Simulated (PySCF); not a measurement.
How the method changes the constants of PbN⁺

State: ³Σ⁻ (triplet), unpaired electrons π ↑↑. Set-up: basis Pb def2-SVP with ECP60, N def2-SVP; scalar-relativistic core potentials; PySCF 2.14. De refers to Pb⁺ + N in their high-spin ground configurations, without counterpoise correction. The functionals are run spin-unrestricted. A positive dipole points towards N; it is taken about the centre of mass and depends on that origin.

| Level | Re (Å) | ωe (cm⁻¹) | De (eV) | μ (D) |
| --- | --- | --- | --- | --- |
| ROHF | 2.223 | 523 | n/a | -2.69 |
| ROHF-MP2 | 2.243 | 495 | n/a | n/a |
| ROHF-SCS-MP2 | 2.255 | 479 | n/a | n/a |
| ROHF-CCSD | 2.282 | 430 | n/a | n/a |
| ROHF-CCSD(T) | 2.297 | 412 | n/a | n/a |
| PBE | 2.272 | 477 | n/a | -1.70 |
| r²SCAN | 2.258 | 476 | n/a | -1.93 |
| TPSSh | 2.254 | 493 | n/a | -1.99 |
| PBE0 | 2.244 | 493 | n/a | -2.06 |
| B97-3 | 2.258 | 479 | n/a | -2.23 |
| BHandHLYP | 2.236 | 489 | n/a | -2.29 |

Task: What does a quarter of exact exchange do here, going from PBE to PBE0?

Result: PBE0 less PBE: -2.8 pm in Re, +3.4 % in ωe. Exact exchange removes part of the self-interaction that spreads semilocal densities, and in most molecules shortens and stiffens the bond and lowers De; so it does here.

Task: What does the step from GGA to meta-GGA do here, going from PBE to r²SCAN?

Result: r²SCAN less PBE: -1.4 pm in Re, -0.2 % in ωe. 

Task: What does second-order correlation do here, going from ROHF to ROHF-MP2?

Result: ROHF-MP2 less ROHF: +2.0 pm in Re, -5.4 % in ωe. Correlation nearly always deepens the well. The bond lengthens, as in strong covalent bonds, where excitations into antibonding orbitals dominate.

Correlated steps freeze 5 core orbitals. These are scalar-relativistic numbers at best; spin–orbit coupling would shift them, the dissociation energy most. The state is the lowest determinant that a PBE0 search found; another state may lie lower at other levels.
